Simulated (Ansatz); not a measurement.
Z-matrix (Å, degrees):
```
Si
C 1 1.851
F 1 1.607 2 109.2
C 1 1.855 2 112.7 3 -119.4
H 1 1.487 2 108.2 3 116.6
C 2 1.331 1 121.8 3 -118.3
H 2 1.089 1 120.0 3 63.2
H 4 1.093 1 110.9 2 177.9
H 4 1.093 1 111.0 2 57.7
H 4 1.093 1 110.4 2 -62.1
H 6 1.087 2 121.5 1 1.7
H 6 1.087 2 122.5 1 -178.3
```

The species carries charge 0 and has multiplicity 1.

List the PBE/def2-TZVPP orbital energies in eV (the Gaussian-basis code of Ansatz). (Estimate.)

Ansatz gave: Occupied: -1780.06, -659.41, -269.33, -268.93, -268.61, -137.70, -94.50, -94.42, -94.39, -29.10, -19.09, -17.40, -14.40, -12.83, -11.52, -10.60, -10.43, -10.15, -9.79, -9.71, -9.30, -7.71, -7.40, -7.09. Lowest empty: -1.68, 0.34, 0.65, 0.95, 1.38, 1.81, 2.08, 2.33.
